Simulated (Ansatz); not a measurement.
One geometry of Si(OH)2Cl2 (SiCl2O2H2), several levels of theory.

```yaml
crystal:
  periodic: [false, false, false]
  atoms:
    - {symbol: Si, position_ang: [-0.088167, 0.002023, -0.061735]}
    - {symbol: O, position_ang: [-0.033113, 0.055712, 1.570368]}
    - {symbol: H, position_ang: [-0.808630, -0.257862, 2.049790]}
    - {symbol: O, position_ang: [1.462028, -0.088071, -0.570138]}
    - {symbol: H, position_ang: [1.656775, 0.238510, -1.456150]}
    - {symbol: Cl, position_ang: [-0.986935, 1.672548, -0.866286]}
    - {symbol: Cl, position_ang: [-1.201958, -1.622858, -0.665869]}
basis:
  gaussian: {orbitals: 6-31G}
hamiltonian: {xc: {name: B3LYP}, dispersion: d4}
scf: {omitted_lower_state_checks: [starts]}
output: {orbitals: {seedname: orbitals}}
```

The file start.molden holds the orbitals of an earlier run on this structure, at another level or in another basis.

```sh
$ ansatz run in.yaml --threads 4 --pin off --events-out ev --progress --plain --max-ram 3916MiB
```

It prints (some lines left out):

```
Functional definition: B3LYP
634 factors; integrals over basis functions are off by at most 2.7e-4 eV
mean field evaluation 1: about -37040.6433 eV, gradient 6.9e1 eV
mean field evaluation 2: about -37019.7503 eV, gradient 1.3e2 eV
mean field evaluation 4: about -37049.4875 eV, gradient 4.2e0 eV
mean field evaluation 8: about -37049.6345 eV, gradient 6.2e-2 eV
mean field evaluation 16: about -37049.6346 eV, gradient 9.9e-6 eV
mean field -37049.63456399 eV, -1361.5489570824 hartree, gradient 9.9e-6 eV, S^2 0.000000; 0 other end points of the search recorded, 0 dependent functions left out
reference -37049.63479695 eV, -1361.5489656435 hartree; 33, 33 occupied and 28, 28 virtual orbitals, 634 factors
Total energy: -37049.99324841 eV, -1361.5621384917 hartree
Checks for a lower state left out: starts
```

It took 3 s on 4 threads of Intel Xeon on a shared host.

First input, but with `gaussian: {orbitals: def2-TZVPP, initial_orbitals: start.molden}`, `correlation: {method: ccsd_t}` and without the key `hamiltonian` (abridged; 2.2 min):

```
Functional definition: HF
mean field -36984.56793197 eV, -1359.1578024594 hartree, gradient 7.6e-7 eV, S^2 0.000000
17 core orbitals not correlated: weight in the atoms' cores, before any rotation towards them, 1.000 or more for the frozen orbitals, at most 0.000 for the correlated occupied ones
second order -26.38463319 eV of doubles, -0.00000000 eV of singles
cycle   1  -26.71258587 eV  change   -3.3e-1 eV  update   9.8e-2
cycle   2  -27.23740323 eV  change   -5.2e-1 eV  update   2.7e-2
cycle   3  -27.35615560 eV  change   -1.2e-1 eV  update   1.3e-2
cycle   4  -27.34294419 eV  change    1.3e-2 eV  update   2.7e-3
cycle   5  -27.34194338 eV  change    1.0e-3 eV  update   1.1e-3
cycle   6  -27.34238201 eV  change   -4.4e-4 eV  update   3.0e-4
cycle   7  -27.34217125 eV  change    2.1e-4 eV  update   1.0e-4
cycle   8  -27.34215274 eV  change    1.9e-5 eV  update   2.6e-5
perturbative correction -1.07928720 eV, -0.0396630731 hartree
Total energy: -37012.98937191 eV, -1360.2022711125 hartree
Checks for a lower state left out: starts
```

First input, but with `gaussian: {orbitals: def2-TZVP, initial_orbitals: start.molden}` (abridged; 8.1 s):

```
Functional definition: B3LYP
mean field -37059.59595916 eV, -1361.9150316028 hartree, gradient 5.5e-6 eV, S^2 0.000000
Total energy: -37059.95466225 eV, -1361.9282136984 hartree
Checks for a lower state left out: starts
```

First input, but with `gaussian: {orbitals: def2-TZVP, initial_orbitals: start.molden}`, `hamiltonian: {xc: {name: r2SCAN0}, dispersion: d4}` (abridged; 9.5 s):

```
Functional definition: r2SCAN0
mean field -37053.28029757 eV, -1361.6829353204 hartree, gradient 1.1e-5 eV, S^2 0.000000
Total energy: -37053.34029983 eV, -1361.6851403627 hartree
Checks for a lower state left out: starts
```

The first input with `gaussian: {orbitals: def2-SVP, initial_orbitals: start.molden}`, `hamiltonian: {xc: pbe, dispersion: d4}` (abridged; 3.5 s):

```
Functional definition: PBE
mean field -37022.67264156 eV, -1360.5581247085 hartree, gradient 1.4e-5 eV, S^2 0.000000
Total energy: -37022.89124369 eV, -1360.5661581885 hartree
Checks for a lower state left out: starts
```

The first input with `gaussian: {orbitals: def2-TZVP, initial_orbitals: start.molden}`, `hamiltonian: {xc: {name: r2SCANh}, dispersion: d4}` (abridged; 8.6 s):

```
Functional definition: r2SCANh
mean field -37053.81353844 eV, -1361.7025315607 hartree, gradient 6.1e-6 eV, S^2 0.000000
Total energy: -37053.86725925 eV, -1361.7045057641 hartree
Checks for a lower state left out: starts
```

The first input with `gaussian: {orbitals: def2-TZVP, initial_orbitals: start.molden}`, `hamiltonian: {xc: hse06, dispersion: d4}` (abridged; 7.5 s):

```
Functional definition: HSE06
mean field -37041.74153518 eV, -1361.2588936236 hartree, gradient 4.4e-5 eV, S^2 0.000000
Total energy: -37041.91527768 eV, -1361.2652785427 hartree
Checks for a lower state left out: starts
```

Geometry: r2SCAN-D4/def2-SVP.

B3LYP takes the VWN-RPA correlation. HSE06 is defined as in plane-wave codes, on full-range PBE exchange. Correlated methods freeze 17 core orbitals.
